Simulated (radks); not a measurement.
Er2+, 66 electrons, occupied as [Xe] 4f12 (the NIST ground configuration). Calculated with a radial shooting solver on a logarithmic mesh with Libxc functionals: Dirac Kohn-Sham, LDA (Slater exchange, Perdew-Wang correlation), spin-unpolarised, spherical densities, finite nucleus; open shells fill j = l - 1/2 first; Fermi nuclear charge, rms radius 5.2516 fm. Some entries of the table are withheld. Estimate them.

orbital,occ.,eigenvalue (eV),r(max) (bohr)
1s1/2,2,-57256.82,0.01287
2s1/2,2,(1),0.07347
2p1/2,2,-9174.817,0.05513
2p3/2,4,-8259.010,0.06136
3s1/2,2,-2167.348,0.2076
3p1/2,2,-1968.190,0.1951
3p3/2,4,-1775.914,0.2081
3d3/2,4,-1433.504,0.1641
3d5/2,6,-1391.438,0.1678
4s1/2,2,-438.3420,0.4744
4p1/2,2,-358.7313,0.4764
4p3/2,4,-315.2802,0.5044
4d3/2,4,-183.8909,0.5069
4d5/2,6,-175.9976,0.5159
5s1/2,2,-66.4479,1.113
5p1/2,2,-44.8812,(2)
5p3/2,4,-39.4282,(3)
4f5/2,6,(4),0.5060
4f7/2,6,(5),0.5115

Answer. 
(1) 2s1/2 eigenvalue (eV): -9626.907
(2) 5p1/2 r(max) (bohr): 1.215
(3) 5p3/2 r(max) (bohr): 1.304
(4) 4f5/2 eigenvalue (eV): -18.2826
(5) 4f7/2 eigenvalue (eV): -17.1946
